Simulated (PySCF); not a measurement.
AlClH (calculated)

Calculation on a computer-drawn molecule: vertical ionisation energy to the stated ion spin, frozen-core CCSD(T) at the basis limit and cheaper methods, single-reference cases, UHF for radicals, no spin-orbit; all values are single points at the evaluated structure, the first of each entry, which is the reference or a displaced copy of it and isn't optimised; the reference structure only sets the zero of the energies above reference; triples share is (T) over the correlation energy. Program: PySCF 2.14.0.

Common to all runs: charge 0; multiplicity 2; ion multiplicity 1; diffuse functions no; basis cc-pV(n+d)Z; reference is the Hartree-Fock double-zeta minimum; best is HF at quadruple zeta + MP2 correlation extrapolated from triple and quadruple zeta + CCSD(T) minus MP2 at triple zeta; basis step is the size of the change from the same recipe one zeta lower.

(1) AlClH

Evaluated structure:
```xyz
3
AlClH
Al    -0.8200     1.2735     0.6101
Cl    -2.1791     2.5180     1.9203
H      0.6336     1.8613     0.4951
```

Reference structure:
```xyz
3
AlClH
Al    -0.8144     1.2443     0.6852
Cl    -2.0581     2.5107     1.8654
H      0.6614     1.7676     0.4309
```

* ionisation energy best: 8.582 eV
* ionisation energy basis step: 0.05181 eV
* energy above reference best: 3.191 kcal/mol
* energy above reference basis step: 0.4235 kcal/mol
* total energy HF triple zeta: -702.0627 hartree
* total energy CCSD(T) triple zeta: -702.3457 hartree
* total energy best: -702.3933 hartree
* T1 diagnostic at triple zeta: 0.0139
* D1 diagnostic at triple zeta: 0.0405
* spin squared at triple zeta: 0.757
* ion T1 diagnostic at triple zeta: 0.01921
* ion D1 diagnostic at triple zeta: 0.04992
* triples share at triple zeta: 0.03812
* basis functions triple zeta: 92
* dipole magnitude HF at triple zeta: 2.714 debye
* dipole magnitude CCSD unrelaxed at triple zeta: 2.427 debye
* dipole magnitude PBE at triple zeta: 2.209 debye
* dipole magnitude r2SCAN at triple zeta: 2.333 debye
* dipole magnitude B3LYP at triple zeta: 2.423 debye
* dipole magnitude wB97X at triple zeta: 2.504 debye

Drawn bonds:
```tsv
atom	other atom	order
1	2	1
1	3	1
```

Triple zeta:
```tsv
method	ionisation energy (eV)	energy above reference (kcal/mol)
HF	8.529	3.081
PBE	8.509	2.414
r2SCAN	8.707	3.02
B3LYP	8.663	2.504
wB97X	8.632	3.205
MP2	8.525	3.085
CCSD	8.551	3.057
CCSD(T)	8.52	2.968
```

(2) AlClH

Evaluated structure:
```xyz
3
AlClH
Al    -0.8983     1.2894     0.7018
Cl    -2.0513     2.4877     1.9380
H      0.6281     1.7446     0.3975
```

Reference structure:
```xyz
3
AlClH
Al    -0.8144     1.2443     0.6852
Cl    -2.0581     2.5107     1.8654
H      0.6614     1.7676     0.4309
```

* ionisation energy best: 8.157 eV
* ionisation energy basis step: 0.04163 eV
* energy above reference best: 0.3464 kcal/mol
* energy above reference basis step: 0.233 kcal/mol
* total energy HF triple zeta: -702.0667 hartree
* total energy CCSD(T) triple zeta: -702.3497 hartree
* total energy best: -702.3979 hartree
* T1 diagnostic at triple zeta: 0.01308
* D1 diagnostic at triple zeta: 0.03783
* spin squared at triple zeta: 0.7569
* ion T1 diagnostic at triple zeta: 0.01558
* ion D1 diagnostic at triple zeta: 0.0398
* triples share at triple zeta: 0.03748
* basis functions triple zeta: 92
* dipole magnitude HF at triple zeta: 1.367 debye
* dipole magnitude CCSD unrelaxed at triple zeta: 1.198 debye
* dipole magnitude PBE at triple zeta: 1.068 debye
* dipole magnitude r2SCAN at triple zeta: 1.134 debye
* dipole magnitude B3LYP at triple zeta: 1.227 debye
* dipole magnitude wB97X at triple zeta: 1.232 debye

Drawn bonds:
```tsv
atom	other atom	order
1	2	1
1	3	1
```

Triple zeta:
```tsv
method	ionisation energy (eV)	energy above reference (kcal/mol)
HF	8.041	0.5289
PBE	8.124	0.5047
r2SCAN	8.295	0.3503
B3LYP	8.249	0.5797
wB97X	8.178	0.2892
MP2	8.09	0.5144
CCSD	8.118	0.446
CCSD(T)	8.102	0.4709
```

(3) AlClH

Evaluated structure:
```xyz
3
AlClH
Al    -0.8039     1.2511     0.7491
Cl    -2.0896     2.5031     1.8711
H      0.7215     1.7699     0.3983
```

Reference structure:
```xyz
3
AlClH
Al    -0.8144     1.2443     0.6852
Cl    -2.0581     2.5107     1.8654
H      0.6614     1.7676     0.4309
```

* ionisation energy best: 8.222 eV
* ionisation energy basis step: 0.0435 eV
* energy above reference best: 0.4284 kcal/mol
* energy above reference basis step: 0.04906 kcal/mol
* total energy HF triple zeta: -702.0665 hartree
* total energy CCSD(T) triple zeta: -702.3498 hartree
* total energy best: -702.3977 hartree
* T1 diagnostic at triple zeta: 0.01344
* D1 diagnostic at triple zeta: 0.03852
* spin squared at triple zeta: 0.758
* ion T1 diagnostic at triple zeta: 0.01617
* ion D1 diagnostic at triple zeta: 0.04102
* triples share at triple zeta: 0.03773
* basis functions triple zeta: 92
* dipole magnitude HF at triple zeta: 1.568 debye
* dipole magnitude CCSD unrelaxed at triple zeta: 1.386 debye
* dipole magnitude PBE at triple zeta: 1.251 debye
* dipole magnitude r2SCAN at triple zeta: 1.319 debye
* dipole magnitude B3LYP at triple zeta: 1.415 debye
* dipole magnitude wB97X at triple zeta: 1.433 debye

Drawn bonds:
```tsv
atom	other atom	order
1	2	1
1	3	1
```

Triple zeta:
```tsv
method	ionisation energy (eV)	energy above reference (kcal/mol)
HF	8.117	0.6357
PBE	8.187	0.1614
r2SCAN	8.362	0.3471
B3LYP	8.317	0.4047
wB97X	8.254	0.3991
MP2	8.156	0.6005
CCSD	8.184	0.4283
CCSD(T)	8.166	0.4029
```

(4) AlClH

Evaluated structure:
```xyz
3
AlClH
Al    -0.8178     1.3060     0.7251
Cl    -1.9374     2.4904     1.8119
H      0.6078     1.7643     0.4041
```

Reference structure:
```xyz
3
AlClH
Al    -0.8144     1.2443     0.6852
Cl    -2.0581     2.5107     1.8654
H      0.6614     1.7676     0.4309
```

* ionisation energy best: 7.918 eV
* ionisation energy basis step: 0.03731 eV
* energy above reference best: 5.725 kcal/mol
* energy above reference basis step: 0.6965 kcal/mol
* total energy HF triple zeta: -702.0581 hartree
* total energy CCSD(T) triple zeta: -702.3405 hartree
* total energy best: -702.3893 hartree
* T1 diagnostic at triple zeta: 0.0121
* D1 diagnostic at triple zeta: 0.03506
* spin squared at triple zeta: 0.7548
* ion T1 diagnostic at triple zeta: 0.01371
* ion D1 diagnostic at triple zeta: 0.03534
* triples share at triple zeta: 0.03683
* basis functions triple zeta: 92
* dipole magnitude HF at triple zeta: 0.8002 debye
* dipole magnitude CCSD unrelaxed at triple zeta: 0.6754 debye
* dipole magnitude PBE at triple zeta: 0.5707 debye
* dipole magnitude r2SCAN at triple zeta: 0.6229 debye
* dipole magnitude B3LYP at triple zeta: 0.7094 debye
* dipole magnitude wB97X at triple zeta: 0.69 debye

Drawn bonds:
```tsv
atom	other atom	order
1	2	1
1	3	1
```

Triple zeta:
```tsv
method	ionisation energy (eV)	energy above reference (kcal/mol)
HF	7.764	5.966
PBE	7.897	6.864
r2SCAN	8.053	5.855
B3LYP	8.004	6.425
wB97X	7.911	5.481
MP2	7.846	5.92
CCSD	7.875	6.105
CCSD(T)	7.866	6.26
```
